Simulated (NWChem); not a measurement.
All runs are NWChem calculations. System: H₆Al₂, charge 0, spin multiplicity 1, at a geometry optimised with B3LYP/def2-SVP. The structure started from a generated list of species. Level: RHF/def2-TZVP.

Part of the output:

```
             Northwest Computational Chemistry Package (NWChem) 7.3.0
             --------------------------------------------------------

                                NWChem Input Module
                                -------------------

 Scaling coordinates for geometry "geometry" by  1.889725989
 (inverse scale =  0.529177249)

 Turning off AUTOSYM since
 SYMMETRY directive was detected!

                             Geometry "geometry" -> ""
                             -------------------------

 Output coordinates in angstroms (scale by  1.889725989 to convert to a.u.)

  No.       Tag          Charge          X              Y              Z
 ---- ---------------- ---------- -------------- -------------- --------------
    1 Al                  13.0000     0.00000000     0.00000000    -1.31083500
    2 Al                  13.0000     0.00000000     0.00000000     1.31083500
    3 H                    1.0000     0.00000000    -1.14787500     0.00000000
    4 H                    1.0000    -1.41664200     0.00000000    -2.00400400
    5 H                    1.0000     1.41664200     0.00000000    -2.00400400
    6 H                    1.0000     0.00000000     1.14787500     0.00000000
    7 H                    1.0000    -1.41664200     0.00000000     2.00400400
    8 H                    1.0000     1.41664200     0.00000000     2.00400400

 Effective nuclear repulsion energy (a.u.)      77.6322614483

            Nuclear Dipole moment (a.u.)
            ----------------------------
        X                 Y               Z
 ---------------- ---------------- ----------------
     0.0000000000     0.0000000000     0.0000000000

      Symmetry information
      --------------------

 Group name             D2h
 Group number             26
 Group order               8
 No. of unique centers     3

      Symmetry unique atoms

     1    3    4


 Summary of "ao basis" -> "" (spherical)
 ------------------------------------------------------------------------------
       Tag                 Description            Shells   Functions and Types
 ---------------- ------------------------------  ------  ---------------------
 *                         def2-tzvp                  on all atoms

 Summary of "ao basis" -> "ao basis" (spherical)
 ------------------------------------------------------------------------------
       Tag                 Description            Shells   Functions and Types
 ---------------- ------------------------------  ------  ---------------------
[...]
    17      0.203595  1 Al pz                54     -0.203595  2 Al pz

 Vector   15  Occ=2.000000D+00  E=-4.489715D-01  Symmetry=b3u
              MO Center=  9.7D-13,  8.3D-21,  3.5D-17, r^2= 6.0D+00
   Bfn.  Coefficient  Atom+Function         Bfn.  Coefficient  Atom+Function
  ----- ------------  ---------------      ----- ------------  ---------------
    15      0.231010  1 Al px                52      0.231010  2 Al px
    82     -0.160965  4 H  s                 88      0.160965  5 H  s
   100     -0.160965  7 H  s                106      0.160965  8 H  s

 Vector   16  Occ=2.000000D+00  E=-4.337666D-01  Symmetry=b2g
              MO Center= -4.6D-16,  3.1D-16, -1.7D-15, r^2= 6.2D+00
   Bfn.  Coefficient  Atom+Function         Bfn.  Coefficient  Atom+Function
  ----- ------------  ---------------      ----- ------------  ---------------
    15      0.225195  1 Al px                52     -0.225195  2 Al px
    82     -0.167039  4 H  s                 88      0.167039  5 H  s
   100      0.167039  7 H  s                106     -0.167039  8 H  s

 Vector   17  Occ=0.000000D+00  E= 6.250646D-02  Symmetry=b3g
              MO Center=  5.3D-19, -1.3D-17, -2.8D-15, r^2= 7.7D+00
   Bfn.  Coefficient  Atom+Function         Bfn.  Coefficient  Atom+Function
  ----- ------------  ---------------      ----- ------------  ---------------
    19      0.807806  1 Al py                56     -0.807806  2 Al py
    16      0.206142  1 Al py                53     -0.206142  2 Al py

 Vector   18  Occ=0.000000D+00  E= 1.023155D-01  Symmetry=b2u
              MO Center=  9.3D-16,  1.2D-13, -2.8D-14, r^2= 1.1D+01
   Bfn.  Coefficient  Atom+Function         Bfn.  Coefficient  Atom+Function
  ----- ------------  ---------------      ----- ------------  ---------------
    77      1.463570  3 H  s                 95     -1.463570  6 H  s
    19      1.211935  1 Al py                56      1.211935  2 Al py
    27      0.155862  1 Al d -1              64     -0.155862  2 Al d -1

 Vector   19  Occ=0.000000D+00  E= 1.055035D-01  Symmetry=ag
              MO Center= -2.5D-17, -6.1D-15, -1.8D-15, r^2= 1.1D+01
   Bfn.  Coefficient  Atom+Function         Bfn.  Coefficient  Atom+Function
  ----- ------------  ---------------      ----- ------------  ---------------
    20      1.393496  1 Al pz                57     -1.393496  2 Al pz
    77     -1.140138  3 H  s                 95     -1.140138  6 H  s
    83      0.675502  4 H  s                 89      0.675502  5 H  s
   101      0.675502  7 H  s                107      0.675502  8 H  s
     5     -0.446263  1 Al s                 42     -0.446263  2 Al s

 center of mass
 --------------
 x =   0.00000000 y =   0.00000000 z =   0.00000000

 moments of inertia (a.u.)
 ------------------
         398.422998598908           0.000000000000           0.000000000000
           0.000000000000         417.829799976778           0.000000000000
           0.000000000000           0.000000000000          38.375257519620

  Mulliken analysis of the total density
  --------------------------------------

    Atom       Charge   Shell Charges
 -----------   ------   -------------------------------------------------------
    1 Al  13    12.58   2.00  0.65  1.33  0.72  0.24  2.92  2.28  0.82  1.04  0.27  0.14  0.13  0.03
    2 Al  13    12.58   2.00  0.65  1.33  0.72  0.24  2.92  2.28  0.82  1.04  0.27  0.14  0.13  0.03
    3 H    1     1.15   0.24  0.64  0.26  0.01
    4 H    1     1.13   0.23  0.57  0.34  0.01
    5 H    1     1.13   0.23  0.57  0.34  0.01
    6 H    1     1.15   0.24  0.64  0.26  0.01
    7 H    1     1.13   0.23  0.57  0.34  0.01
    8 H    1     1.13   0.23  0.57  0.34  0.01

       Multipole analysis of the density wrt the origin
       ------------------------------------------------

     L   x y z        total         open         nuclear
     -   - - -        -----         ----         -------
     0   0 0 0     -0.000000      0.000000     32.000000

     1   1 0 0      0.000000      0.000000      0.000000
     1   0 1 0     -0.000000      0.000000      0.000000
     1   0 0 1     -0.000000      0.000000      0.000000

     2   2 0 0    -27.701136      0.000000     28.666712
     2   1 1 0      0.000000      0.000000      0.000000
     2   1 0 1      0.000000      0.000000      0.000000
     2   0 2 0    -20.586263      0.000000      9.410590
     2   0 1 1     -0.000000      0.000000      0.000000
     2   0 0 2    -25.149574      0.000000    216.905112

 Task  times  cpu:        0.8s     wall:        0.8s

 Total times  cpu:        0.9s     wall:        0.9s
```

**Question.** Write an NWChem input that would produce this output.

**Answer.** This is not unique; one that fits is 
```
start mol
memory heap 200 mb stack 900 mb global 1100 mb
geometry units angstroms nocenter noautoz
  Al     0.000000     0.000000    -1.310835
  Al     0.000000     0.000000     1.310835
  H      0.000000    -1.147875     0.000000
  H     -1.416642     0.000000    -2.004004
  H      1.416642     0.000000    -2.004004
  H      0.000000     1.147875     0.000000
  H     -1.416642     0.000000     2.004004
  H      1.416642     0.000000     2.004004
  symmetry group D2h
end
basis spherical
  * library def2-tzvp
end
scf
  rhf
  nopen 0
  maxiter 100
  thresh 1e-7
  semidirect memsize 60000000 filesize 0
end
task scf energy
```
